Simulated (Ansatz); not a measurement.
`C#C[Si](F)(F)[GaH2]` + H–F → `C#C[Si](F)(F)F` + `[GaH3]` at 500 K and 1 bar (cleavage of the Si–Ga bond).

Program: Ansatz. Geometries: PBE0-D4/def2-TZVP. ΔE: electronic, gas phase. CCSD(T)/CBS adds triple-zeta CCSD(T) − MP2 to the extrapolated MP2 energy (def2 sets, frozen cores). This one scheme is used for every species. For Ga outer-core shells are correlated without core-valence functions, which leaves a few kJ/mol of doubt a bond. Scalar relativity is left out up to krypton.

```csv
species,CCSD(T)/CBS energy (Eh),H − E (kJ/mol),S (J/(mol·K))
`C#C[Si](F)(F)[GaH2]`,-2490.57883,157.6,475.3
H–F,-100.39570,39.4,188.7
`C#C[Si](F)(F)F`,-665.32575,117.8,383.1
`[GaH3]`,-1925.70545,69.3,243.1
```

H − E and S are ideal-gas, rigid-rotor, harmonic terms from PBE0-D4/def2-TZVP. 1 Eh = 2625.50 kJ/mol, R = 8.31446 J/(mol·K).

Question: By hand: ΔE, ΔH, ΔS and ΔG.

Answer: ΔE = (-665.32575) + (-1925.70545) − (-2490.57883) − (-100.39570) = -0.05667 Eh = -148.8 kJ/mol. Δ(H − E) = 117.8 + 69.3 − 157.6 − 39.4 = -9.9, so ΔH = -158.7 kJ/mol. ΔS = 383.1 + 243.1 − 475.3 − 188.7 = -37.8 J/(mol·K). ΔG = -158.7 − 500 × (-37.8)/1000 = -139.8 kJ/mol.

Question: By hand: the equilibrium constant, and the temperature at which ΔG would vanish if ΔH and ΔS stayed fixed.

Answer: log₁₀ K = −ΔG/(RT ln 10) = 14.6. ΔG = 0 at ΔH/ΔS = 4198 K, far beyond where these terms or the molecules hold.

ΔH outweighs TΔS. A doubt of 5 kJ/mol in ΔE shifts log₁₀ K by 0.5 here. Modes under 60 cm⁻¹, often nearly free rotors, make the harmonic entropy too high. These are equilibria of isolated gas molecules and say nothing of rates. Largest T1 diagnostic: 0.013 (customary marks: 0.02 for closed shells, 0.045 for open ones).
